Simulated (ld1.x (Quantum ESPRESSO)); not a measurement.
# silver (Ag): from the effect back to the setting (PAW)

Base potential:

- Element: Ag
- Generator: ld1.x (Quantum ESPRESSO) 7.5
- Type: PAW
- Functional: PBEsol
- Relativity: scalar-relativistic
- Frozen core: [Ar] 3d10
- Valence charge: 19
- Reference configuration: 4s2 4p6 4d9 5s0 5p0 (charge +2)
- Partial waves: 4s (bound): rcut 1.15, rcutus 1.45 bohr; 5s (bound, empty): rcut 1.15, rcutus 1.45 bohr; 4p (bound): rcut 1.65, rcutus 2.00 bohr; 5p (bound, empty): rcut 1.65, rcutus 2.00 bohr; 4d (bound): rcut 1.65, rcutus 2.00 bohr; 4d channel at 0.25 Ry: rcut 1.65, rcutus 2.00 bohr
- Local potential: all-electron potential smoothed inside 1.30 bohr (lloc = -2)
- Core correction: Bessel-smoothed model core, default radius (core density twice the valence density)
- Augmentation charge: BESSEL, radius 1.00 bohr

Cutoffs, loose and tight: the cutoffs (Ry, on a coarse ladder) from which the occupation-weighted sum of valence levels, in a spherical-Bessel basis at the reference potential, stays within 10 and 1 mRy of its value at 400 Ry. They do not see the model core or the augmentation charge, which bear on the density cutoff. Test errors are all-electron minus pseudo excitation energies from the reference, over the configurations 4s2 4p6 4d10 5s1 5p0; 4s2 4p6 4d10 5s0 5p0; 4s2 4p6 4d8 5s0 5p0; 4s2 4p6 4d9 5s1 5p1; 4s2 4p6 4d9 5s2 5p0; 4s2 4p6 4d9 5s1 5p0; 4s2 4p6 4d10 5s0.5 5p0; variants that change the core or the reference have their own tests.

A file whose overlap is not positive is unfit for use, and its test errors describe a broken file.

Only the scale of all radii but the core radius (base = 1) is moved (4 further runs of the sweep failed or gave no value and are left out):

| scale of all radii but the core radius (base = 1) | cutoff, loose | cutoff, tight | bound ghosts | largest test error (meV) |
| --- | --- | --- | --- | --- |
| 0.74 | 60 Ry | 110 Ry | none | +4.6 |
| 1.17 | 25 Ry | 40 Ry | none | test run stopped at test 1 of 7 (negative rho) |
| 1.21 | 21 Ry | 35 Ry | none | test run stopped at test 1 of 7 (negative rho) |
| 1.37 | 15 Ry | 30 Ry | none | test run stopped at test 1 of 7 (negative rho) |

Task: One more run gave cutoff, loose: 18 Ry; cutoff, tight: 30 Ry; bound ghosts: none; largest test error (meV): test run stopped at test 1 of 7 (negative rho). Which value of the scale of all radii but the core radius (base = 1) was used?

Result: 1.3. The loose cutoff moves one way along this sweep, from 60 Ry at 0.74 to 15 Ry at 1.37, which places the run between 1.21 and 1.37.
